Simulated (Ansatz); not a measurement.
The first iterations of a band of CH5BClFSi (10 atoms, charge 0, multiplicity 1).

Method: RKS PBE0/def2-SVP (Ansatz 0.2.0).

| Quantity | Value |
| --- | --- |
| movable images | 7 |
| climbing image | yes |
| spring | 5.0 eV/Å² |
| optimiser | quadratic models (default) |
| start path | IDPP |
| force threshold | 0.05 eV/Å |
| iteration limit | 60 |
| end points | relaxed |

First end point:

```xyz
10
Properties=species:S:1:pos:R:3
B -0.210 0.640 1.785
Si -0.524 0.455 -0.196
C 0.668 -0.820 -0.993
F 0.552 -2.014 -0.343
Cl 0.283 -1.040 -2.726
H -1.015 1.225 2.471
H 0.784 0.217 2.327
H -1.917 0.019 -0.514
H -0.263 1.779 -0.849
H 1.726 -0.513 -0.959
```

Last end point:

```xyz
10
Properties=species:S:1:pos:R:3
B -0.594 0.185 1.691
Si -0.389 0.685 -0.248
C 0.790 -0.571 -1.093
F 2.009 -0.556 -0.494
Cl 0.042 -2.197 -0.885
H -1.549 0.547 2.335
H 0.268 -0.444 2.254
H -1.658 0.698 -1.037
H 0.234 2.049 -0.341
H 0.930 -0.447 -2.178
```

| iteration | highest image above the first end (eV) | largest band force component (eV/Å) |
| --- | --- | --- |
| 1 | 0.329 | 2.113 |
| 2 | 0.108 | 0.405 |

Does the band converge within its limit, and where does its top end?

The forces met the threshold. It ended after 6 iterations with the highest image 0.093 eV above the first end. A vibrational analysis at the climbing image gives one clearly imaginary mode, 74i cm⁻¹: a first-order saddle point.

Run time: 99 s on 2 threads of Arm Neoverse V2, on a shared host, peak memory 0.24 GiB.
